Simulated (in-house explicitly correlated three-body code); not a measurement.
Computed with an exponentially correlated three-body code. Model: two electrons around a point charge, non-relativistic, variational in 260 exponentially correlated functions (energies converged to about 1e-7 hartree, or 1e-8 relative for large Z).

Command:
```bash
python run_hyl.py task.json out
```
Settings (lengths in bohr, energies in hartree):
```
Z                      7
screening              4.9
interaction_strength   1
functions              260
states_tried           1
```

Run time, properties included: 20 s on 1 thread of Arm Neoverse N1, on a shared host.

**Ground state only, binding against the one-electron ion.**

Given: nuclear charge 7; Yukawa screening of all interactions 4.9 1/bohr.

Computed: one-electron threshold -3.51984424 hartree.

```tsv
term	energy (hartree)	binding (eV)
1 1S	-6.19125205	72.693
```

**Converged states only, values per electron or pair (inverse distances are <exp(-kr)/r>).**

| term | mean r (bohr) | mean r squared (bohr²) | mean inverse r (1/bohr) | mean r12 (bohr) | mean inverse r12 (1/bohr) | mean cosine | mean p1 dot p2 (bohr⁻²) | delta r1 (bohr⁻³) | delta r12 (bohr⁻³) |
| --- | --- | --- | --- | --- | --- | --- | --- | --- | --- |
| 1 1S | 0.34142 | 0.17239 | 2.2899 | 0.51298 | 0.76778 | -0.012153 | 0.2803 | 55.008 | 4.0469 |
